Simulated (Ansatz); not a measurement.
Energy profile

The step: BH₂ClO₂ ([OH][B]([OH])[Cl]) + H₂O → BH₃O₃ ([OH][B]([OH])[OH]) + HCl; bonds formed: B1–O6, Cl2–H5; bonds broken: B1–Cl2, H5–O6 (atoms numbered as in the saddle structure below).

```csv
atom,x (Å),y (Å),z (Å)
B1,-0.3203,0.1660,-0.0351
Cl2,1.0066,-1.5023,-1.0492
O3,-0.5551,1.0343,-1.0484
O4,-1.3030,-0.3657,0.7341
H5,1.4302,-0.4439,0.2583
O6,0.9454,0.3462,0.8078
H7,0.1772,1.1284,-1.6611
H8,-2.1498,-0.4042,0.2838
H9,0.7690,0.0412,1.7096
```

Electronic energies by CCSD(T) at an estimated basis limit (MP2 extrapolated from triple and quadruple zeta, plus CCSD(T) − MP2 in triple zeta), on PBE0-D4/def2-TZVP structures; BH$_{4}$ClO$_{3}$, singlet; no counterpoise correction. Computed with Ansatz 0.2.0 (basis: def2-TZVPP and def2-QZVPP); correlated methods freeze the cores. Extrapolation: Hartree–Fock as exp(−7.88 √X), correlation as X^−2.97.

Problem. Give the profile in kcal/mol, counted from the separated reactants. (An estimate is asked for; the value comes from the calculation.)

Solution. By the calculation:
| point | kcal/mol |
| --- | --- |
| separated: BH$_{2}$ClO$_{2}$ (linked as [OH][B]([OH])[Cl]; B1, Cl2, O3, O4, H7, H8; singlet) + H$_{2}$O (H5, O6, H9; singlet) | 0.00 |
| start structure | -3.94 |
| saddle | 13.23 |
| end structure | -15.13 |
| separated: BH$_{3}$O$_{3}$ (linked as [OH][B]([OH])[OH]; B1, O3, O4, O6, H7, H8, H9; singlet) + HCl (Cl2, H5; singlet) | -9.28 |

T1 diagnostic: at most 0.012.

The step is the kind of ligand exchange by which a precursor binds to a hydroxyl group, or is hydrolysed, in atomic layer deposition of oxides.

For scale, one of the runs: CCSD(T)/def2-TZVPP, 222 basis functions, launched by `ansatz run in.yaml --threads 4 --pin off --events-out ev --progress --plain --max-ram 9574MiB`. The run took 120 s on 4 CPU threads of an Arm Neoverse V1 (shared host), with 3.7 GiB of host memory at its peak.
